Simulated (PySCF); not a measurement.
Geometries of 2 isomers of C3H6OSi, from PBE0-D3(BJ)/def2-SVP geometry optimisation, gas phase (PySCF). One conformer each, no zero-point energy, no frequencies.

Question: Which isomer lies lower at this level?
A.
```xyz
11
angstrom
C     -1.831    0.780   -0.773
C     -1.139    0.052    0.111
Si     0.520   -0.722   -0.255
C      1.839    0.163    0.852
O      2.363   -0.364    1.801
H     -1.472    0.948   -1.795
H     -2.793    1.241   -0.520
H     -1.562   -0.080    1.116
H      0.862   -0.471   -1.690
H      0.553   -2.178    0.065
H      2.085    1.236    0.599
```
B.
```xyz
11
angstrom
Si     1.493    0.174   -0.702
O      0.145    0.357    0.261
C     -1.079   -0.269   -0.018
C     -1.981   -0.566    1.108
C     -1.388   -1.595    0.567
H      1.204    0.590   -2.112
H      2.552    1.043   -0.124
H      1.957   -1.249   -0.724
H     -1.472    0.030   -1.005
H     -2.631   -0.154    1.878
H     -1.187   -2.664    0.561
```

Answer: A. That is `O=C[SiH2]C=C`, 11.5 kcal/mol below the other.

```
       SMILES             atoms numbered as above      E (Eh)  relative (kcal/mol)  relative (kJ/mol)  dipole (D)
 C=C[SiH2]C=O  [CH2:1]=[CH:2][SiH2:3][CH:4]=[O:5]  -482.01281                  0.0                0.0        2.66
[SiH3]OC1C=C1  [SiH3:1][O:2][CH:3]1[CH:4]=[CH:5]1  -481.99456                 11.5               47.9        1.32
```

As drawn, the lower has a C=O bond and an Si–C bond, which the higher lacks; the higher has a three-membered ring and an Si–O bond, which the lower lacks.
